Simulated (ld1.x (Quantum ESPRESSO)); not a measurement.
## Before and after: TM potential for F

ld1.x (Quantum ESPRESSO) 7.5 input, shortened:

```
&input
   title='F', zed=9., rel=1, dft='PBESOL', iswitch=3,
   config='[He] 2s2 2p3.5'
 /
 &inputp
   pseudotype=2, tm=.true., lloc=-2, rcloc=0.45,
   nlcc=.true., new_core_ps=.true., rcore=0.50
 /
2
2S  1  0   2.00   0.00  0.50  0.50  0.0
2P  2  1   3.50   0.00  0.95  0.95  0.0
 &test
   configts(1)='2s2 2p3.5'
 /
```

Change: local potential all-electron potential smoothed inside 0.92 bohr (lloc = -2).

Cutoffs: the cutoffs (Ry, on a coarse ladder) from which the occupation-weighted sum of valence levels, in a spherical-Bessel basis at the reference potential, stays within 10 and 1 mRy of its value at 400 Ry; they do not see the model core or the augmentation charge, which bear on the density cutoff. Errors are all-electron minus pseudo energies relative to the spin-unpolarised reference configuration.

Q: What does the change do?

A: Of the 7 tests that both files solve, the error grows in 0 and shrinks in 7 by more than 15 % and 0.3 meV (median size 14.5 → 2.0 meV); neither file shows a bound ghost. That the errors move this way runs against the usual rule that smaller radii transfer better.

```csv
quantity,base,changed
bound ghosts,none,none
"error for 2s2 2p5, meV [ΔE -35.87 eV]",+13,-0.1
"error for 2s2 2p4, meV [ΔE -16.56 eV]",+3.6,+1.5
"error for 2s2 2p3, meV [ΔE 21.72 eV]",+3.6,+0.9
"error for 2s2 2p1, meV [ΔE 167.80 eV]",+345,+255
"error for 2s2 2p5.3, meV [ΔE -38.53 eV]",+14,-2.0
"error for 2s1 2p6, meV [ΔE -17.18 eV]",+53,+40
"error for 2s2 2p2, meV [ΔE 82.21 eV]",+72,+43
s: phases at 1.05 bohr within 0.05 rad from the reference energy up to (Ry; the scan ends near 5),to the end of the scan,to the end of the scan
p: phases at 1.05 bohr within 0.05 rad from the reference energy up to (Ry; the scan ends near 5),to the end of the scan,to the end of the scan
```
